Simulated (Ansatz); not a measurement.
Born–Oppenheimer molecular dynamics of ClF3Zr (5 atoms, charge 0, multiplicity 1). It starts from a relaxed structure.

These are results of RKS BLYP/def2-mTZVP in Ansatz, not measurements.

```yaml
ensemble: NVE (velocity Verlet)
time_step: 1 fs
steps_asked: 100
starting_velocities_drawn_for: 1500 K
seed: 81874
```

First frame:

```xyz
5
Properties=species:S:1:pos:R:3
Zr 0.000 0.000 0.025
Cl 0.000 0.000 2.406
F 1.814 0.000 -0.629
F -0.906 1.570 -0.630
F -0.906 -1.570 -0.630
```

Question: How far do the bonds stretch over the last three quarters of this one trajectory? (Pairs bonded in most of those frames.)

Answer: 
| bond | mean (Å) | spread (Å) | shortest | longest |
| --- | --- | --- | --- | --- |
| Zr1–Cl2 | 2.410 | 0.051 | 2.32 | 2.48 |
| Zr1–F3 | 1.923 | 0.042 | 1.87 | 1.99 |
| Zr1–F4 | 1.913 | 0.023 | 1.88 | 1.95 |
| Zr1–F5 | 1.959 | 0.031 | 1.90 | 1.99 |

Mean temperature of the second half: 542 K. The conserved energy stayed within 0.086 meV per atom of its start (net change 0.029 meV per atom), so the integration is sound. A run of 0.1 ps of so small a system gives no equilibrium averages.

Time of the run: 3.7 min on 2 threads of Arm Neoverse V1 (shared host), peak memory 0.15 GiB.
